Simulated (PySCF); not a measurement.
**Highest orbital energy against ionisation energy along the 4p block**

Calculated with PySCF 2.14, no spin-orbit coupling. Each cell gives −ε(HOMO) / ΔSCF in eV; NIST values include spin-orbit coupling, (s) semi-empirical, (t) theoretical.

| species | UHF | LDA | PBE | PBE0 | r2SCAN | NIST (lowest levels) |
| --- | --- | --- | --- | --- | --- | --- |
| Ga²⁺ (def2-TZVPPD, non-relativistic) | 29.284 / 29.184 | 26.563 / 31.339 | 26.232 / 31.029 | 27.137 / 30.657 | 26.612 / 30.768 | 30.726 |
| Ge²⁺ (def2-TZVPPD, non-relativistic) | 31.955 / 31.715 | 29.151 / 34.258 | 28.779 / 33.863 | 29.799 / 33.511 | 29.066 / 33.490 | 34.058 |
| As²⁺ (def2-TZVPPD, non-relativistic) | 27.756 / 27.422 | 23.194 / 28.212 | 23.183 / 28.054 | 24.500 / 28.078 | 23.619 / 28.263 | 28.349 ± 0.012 |
| Se²⁺ (def2-TZVPPD, non-relativistic) | 31.403 / 30.949 | 26.300 / 31.718 | 26.265 / 31.534 | 27.745 / 31.593 | 26.775 / 31.787 | 31.697 ± 0.019 |
| Br²⁺ (def2-TZVPPD, non-relativistic) | 35.152 / 34.588 | 29.446 / 35.261 | 29.410 / 35.076 | 31.063 / 35.185 | 30.016 / 35.398 | 34.871 ± 0.019 |
| Kr²⁺ (def2-TZVPPD, non-relativistic) | 35.102 / 34.294 | 29.955 / 35.784 | 29.845 / 35.486 | 31.445 / 35.506 | 30.283 / 35.587 | 35.838 ± 0.02 |

Question: How far is −ε(HOMO) from ΔSCF on average for each method, and why?

Answer: UHF 0.42 eV; LDA -5.33 eV; PBE -5.22 eV; PBE0 -3.81 eV; r2SCAN -4.82 eV. Hartree-Fock orbital energies lack relaxation and so exceed the ΔSCF value; semilocal functionals have convex E(N) from self-interaction, so their HOMO lies far too high; exact exchange moves hybrids part of the way back.
